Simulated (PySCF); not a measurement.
# Nd⁵⁵⁺: ionisation energy

Nd⁵⁵⁺ [He] 2s2 2p1 (2P) → Nd⁵⁶⁺ [He] 2s2 (1S), as a difference of total energies. Calculation: PySCF 2.14, in an even-tempered Gaussian basis (19 s from 30 bohr⁻², ratio 2.2; 12 p from 39 bohr⁻², ratio 2.2; 5 d from 150 bohr⁻², ratio 2.4; 5 f from 220 bohr⁻², ratio 2.4; 4 g from 330 bohr⁻², ratio 2.4); scalar relativity by spin-free X2C-1e. Correlated levels: nothing frozen; virtual orbitals above 40 to 60 times the deepest correlated orbital energy dropped. The calculations carry no spin-orbit coupling.

```
                 method  ionisation energy (eV)
                    UHF                 11310.0
                    LDA                 11301.9
                    PBE                 11311.5
                   PBE0                 11311.3
                 r2SCAN                 11314.2
                   BLYP                 11313.6
              BHandHLYP                 11312.5
    MP2 (all electrons)                 11309.5
SCS-MP2 (all electrons)                 11309.2
```

A first-order spin-orbit estimate (lowest level to lowest level, LS coupling) adds 363.8 eV.

For this ion Breit and QED terms and the two-electron picture change, all absent here, outweigh the differences among the correlated methods.

First order in ζ underestimates the shift of j = l − 1/2 levels at high Z.

For comparison: 11694 ± 5 eV (theoretical estimate listed by NIST; NIST Atomic Spectra Database, ionization energies).
